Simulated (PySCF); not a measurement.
Structure with atom numbers: `[CH2:1]=[N:2][SiH2:3][C@@H:4]1[CH2:5][C@H:6]1[C:7]([F:8])([F:9])[F:10]` (H(Xn): hydrogen on atom n). Ha(C1) is cis to Si3; Ha(C5) is cis to Si3 on the ring; Ha(Si3) is pro-R; Hb(Si3) is pro-S; Hb(C1) is trans to Si3; Hb(C5) is trans to Si3 on the ring.

A single conformation, non-relativistic Hamiltonian, fast rotation and ring inversion assumed for equivalent nuclei, isolated molecule. σ from GIAO-PBE0/pcSseg-1; coordinates at the GFN2-xTB level; PySCF.

δ = σ(ref) − σ, references computed at the same level: ¹³C (186.93 ppm), ¹H (31.72 ppm), ²⁹Si (349.16 ppm) vs TMS; ¹⁵N (267.73 ppm) vs NH3; CFCl3 for ¹⁹F (170.95 ppm).

```
    atoms  nucleus  count  δ (ppm)
F8/F9/F10      ¹⁹F      3    -84.5
       C6      ¹³C      1     20.5
    H(C6)       ¹H      1        ?
       C1      ¹³C      1    172.8
   Hb(C5)       ¹H      1     1.15
       C4      ¹³C      1      4.3
  Ha(Si3)       ¹H      1     4.61
       C7      ¹³C      1        ?
   Ha(C1)       ¹H      1     8.83
   Hb(C1)       ¹H      1        ?
       N2      ¹⁵N      1        ?
      Si3     ²⁹Si      1    -30.7
    H(C4)       ¹H      1     0.34
       C5      ¹³C      1      8.7
   Ha(C5)       ¹H      1        ?
  Hb(Si3)       ¹H      1     5.34
```

Fill in the missing shifts.

## Answers


- C7: 136.6 ppm, CF3 carbon; 3 electronegative neighbours deshield it
- Hb(C1): 8.75 ppm, hydrogen on a C=N carbon
- H(C6): 1.71 ppm, hydrogen on a three-membered-ring carbon
- Ha(C5): 0.73 ppm, hydrogen on a three-membered-ring carbon; cyclopropane-type protons are shielded by the ring
- N2: 421.5 ppm, imine nitrogen

Shifts are as computed. Against solution values, carbons near 30 ppm lie about +3 ppm off and those near 130 ppm about +5 ppm. Of 1211 compounds with measured shifts, 218 miss one by over three times the rms of a fit or turn the order of signals round; such compounds aren't used in these exercises. Unscaled 19F shifts against computed CFCl3 carry errors that often reach 10 to 50 ppm. Experimental scales use liquid or dissolved standards, which lie at an offset from isolated NH3 (liquid NH3: subtract about 20 ppm). Unscaled 15N shifts of sp2 nitrogen come out 20 to 40 ppm too high even then.
